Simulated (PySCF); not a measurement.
# Spinor energies of Er²⁶⁺ (erbium, charge +26)

Start: [Kr] 4d6; 4d3/2 filled at m_j = -3/2, -1/2, +1/2, +3/2; 4d5/2 filled at m_j = +3/2, +5/2. Calculated with PySCF 2.14 in an even-tempered Gaussian basis (17 s from 2.1 bohr⁻², ratio 2.8; 14 p from 2.7 bohr⁻², ratio 2.8; 9 d from 2.7 bohr⁻², ratio 2.8; 3 f from 12 bohr⁻², ratio 3): generalised Hartree-Fock with the X2C-1e Hamiltonian and a Gaussian nucleus; one run each with spin-orbit coupling (SO) switched off, then screened by Boettger's factors.

```json
{"spinor shell": "1s1/2", "electrons": "2", "ε, spin-free (eV)": "-58648.0", "ε, screened SO (eV)": "-58634.1", "weight of nominal j (screened SO)": "1.000", "rms radius, screened SO (bohr)": "0.0231"}
{"spinor shell": "2s1/2", "electrons": "2", "ε, spin-free (eV)": "-10710.6", "ε, screened SO (eV)": "-10705.8", "weight of nominal j (screened SO)": "1.000", "rms radius, screened SO (bohr)": "0.0935"}
{"spinor shell": "2p1/2", "electrons": "2", "ε, spin-free (eV)": "-9570.9", "ε, screened SO (eV)": "-10221.2", "weight of nominal j (screened SO)": "1.000", "rms radius, screened SO (bohr)": "0.0799"}
{"spinor shell": "2p3/2", "electrons": "4", "ε, spin-free (eV)": "-9570.9", "ε, screened SO (eV)": "-9297.0", "weight of nominal j (screened SO)": "1.000", "rms radius, screened SO (bohr)": "0.0867"}
{"spinor shell": "3s1/2", "electrons": "2", "ε, spin-free (eV)": "-3120.2", "ε, screened SO (eV)": "-3118.4", "weight of nominal j (screened SO)": "1.000", "rms radius, screened SO (bohr)": "0.240"}
{"spinor shell": "3p1/2", "electrons": "2", "ε, spin-free (eV)": "-2767.5", "ε, screened SO (eV)": "-2907.5", "weight of nominal j (screened SO)": "1.000", "rms radius, screened SO (bohr)": "0.231"}
{"spinor shell": "3p3/2", "electrons": "4", "ε, spin-free (eV)": "-2767.5", "ε, screened SO (eV)": "-2707.1", "weight of nominal j (screened SO)": "1.000", "rms radius, screened SO (bohr)": "0.244"}
{"spinor shell": "3d3/2", "electrons": "4", "ε, spin-free (eV)": "-2325.5", "ε, screened SO (eV)": "-2352.3", "weight of nominal j (screened SO)": "0.998", "rms radius, screened SO (bohr)": "0.216"}
{"spinor shell": "3d5/2", "electrons": "6", "ε, spin-free (eV)": "-2325.5", "ε, screened SO (eV)": "-2305.5", "weight of nominal j (screened SO)": "0.999", "rms radius, screened SO (bohr)": "0.220"}
{"spinor shell": "4s1/2", "electrons": "2", "ε, spin-free (eV)": "-1247.7", "ε, screened SO (eV)": "-1247.1", "weight of nominal j (screened SO)": "1.000", "rms radius, screened SO (bohr)": "0.505"}
{"spinor shell": "4p1/2", "electrons": "2", "ε, spin-free (eV)": "-1115.8", "ε, screened SO (eV)": "-1160.5", "weight of nominal j (screened SO)": "0.990", "rms radius, screened SO (bohr)": "0.510"}
{"spinor shell": "4p3/2", "electrons": "4", "ε, spin-free (eV)": "-1115.8", "ε, screened SO (eV)": "-1095.9", "weight of nominal j (screened SO)": "0.995", "rms radius, screened SO (bohr)": "0.535"}
{"spinor shell": "4d3/2", "electrons": "4", "ε, spin-free (eV)": "-951.89", "ε, screened SO (eV)": "-956.48", "weight of nominal j (screened SO)": "0.912", "rms radius, screened SO (bohr)": "0.536"}
{"spinor shell": "4d5/2", "electrons": "2", "ε, spin-free (eV)": "-951.89", "ε, screened SO (eV)": "-944.96", "weight of nominal j (screened SO)": "0.906", "rms radius, screened SO (bohr)": "0.542"}
```

```csv
quantity,spin-free,screened SO
E (hartree),-12764.57017,-12775.88370
M_J,4,4
⟨J²⟩,20.001,20.030
⟨L²⟩,6.001,9.993
⟨S²⟩,6.000,3.954
```

Each row is a mean over spinors that exchange with the open shell spreads, by up to 21.640 eV (4p3/2).

Breit and QED terms are absent; they matter most for the inner s and p1/2 levels.

Densities and radii are taken from the X2C orbitals without a picture-change correction, which distorts them close to the nucleus.

Without spin-orbit coupling the j labels of p, d and f shells carry no meaning; the spin-free column gives the mean over the occupied spinors of each nl shell.
